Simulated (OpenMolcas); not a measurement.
Ir6+ (d3) among equal point charges was computed by CASSCF with the d shell active (OpenMolcas, ANO-RCC-VDZP on the metal). Its lowest spin-free states, and all those of the highest spin:

```json
{"2S+1": "4", "Degeneracy": "3", "E (cm-1)": "0.0"}
{"2S+1": "4", "Degeneracy": "3", "E (cm-1)": "1016"}
{"2S+1": "4", "Degeneracy": "1", "E (cm-1)": "2263"}
{"2S+1": "4", "Degeneracy": "3", "E (cm-1)": "15305"}
{"2S+1": "2", "Degeneracy": "2", "E (cm-1)": "16283"}
{"2S+1": "2", "Degeneracy": "3", "E (cm-1)": "16466"}
{"2S+1": "2", "Degeneracy": "3", "E (cm-1)": "16700"}
{"2S+1": "2", "Degeneracy": "1", "E (cm-1)": "17035"}
{"2S+1": "2", "Degeneracy": "3", "E (cm-1)": "21074"}
{"2S+1": "2", "Degeneracy": "3", "E (cm-1)": "21397"}
{"2S+1": "2", "Degeneracy": "3", "E (cm-1)": "21611"}
{"2S+1": "2", "Degeneracy": "2", "E (cm-1)": "21645"}
```

**Question.** Is the site octahedral, tetrahedral or cube-like, axial, or of lower symmetry?

**Answer.** The states with 2S+1 = 4 have orbital degeneracies 3, 3, 1, 3. Threefold states need a cubic site. For d3 at this spin an octahedron puts the single A2 below the threefold T2 and a tetrahedron or cube puts the threefold T1 below the threefold T2, so the site is a tetrahedron or a cube, which this pattern cannot tell apart. The run had Ir6+ among 4 point charges of -1.3 e arranged as a tetrahedron (Td), 2.19 Å from the ion.

Spin-orbit coupling mixes the spin-free states strongly: the lowest level takes only 41 % from its leading state, 4T1. Without dynamic correlation the repulsion within the d shell is too large (B by tens of per cent), so at a given field states of lower spin stand too high. Point charges give a weaker field than real ligands, and real ions of this kind are as a rule low spin; the high spin found here belongs to the model. The ground term spreads over less than 5000 cm-1, several times less than with real ligands, so orbital moments are less quenched and χT lies further from the spin-only value than at real sites. This is an electrostatic model: the charges have no orbitals. No measured value stands beside these numbers.
